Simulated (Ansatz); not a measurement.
`[NH2][Ti]([NH2])([NH2])[Cl]` + NH₃ → `[NH2][Ti]([NH2])([NH2])[NH2]` + HCl  (ligand exchange at a Ti–Cl bond)

Gas-phase electronic energies from Ansatz, PBE0-D4/def2-TZVP geometries. CCSD(T)/CBS adds triple-zeta CCSD(T) − MP2 to the extrapolated MP2 energy (def2 sets, frozen cores). This one scheme is used for every species. For Ti outer-core shells are correlated without core-valence functions, which leaves a few kJ/mol of doubt a bond. Scalar relativity is left out up to krypton. One conformer a species, not always the lowest.

```json
{"species": "`[NH2][Ti]([NH2])([NH2])[Cl]`", "CCSD(T)/CBS(def2) energy (Eh)": "-1476.58972"}
{"species": "NH₃", "CCSD(T)/CBS(def2) energy (Eh)": "-56.50880"}
{"species": "`[NH2][Ti]([NH2])([NH2])[NH2]`", "CCSD(T)/CBS(def2) energy (Eh)": "-1072.67492"}
{"species": "HCl", "CCSD(T)/CBS(def2) energy (Eh)": "-460.38127"}
```

**Question.** Work out ΔE.

**Answer.** ΔE = (-1072.67492) + (-460.38127) − (-1476.58972) − (-56.50880) = 0.04233 Eh = +111.1 kJ/mol.

Largest T1 diagnostic among the species: 0.025, so the coupled-cluster value is less sure than usual.

At CCSD(T), def2-SVP lies +5.6 kJ/mol from the extrapolated value and def2-TZVPP −1.3 kJ/mol. Leaving LDA and LC-ωPBE aside and taking each functional with its dispersion term where it has one, the values, not all of them listed here, spread over 11.8 kJ/mol, from CAM-B3LYP-D4 to B97M-V. LDA lies −4.7 kJ/mol from PBE without D4.
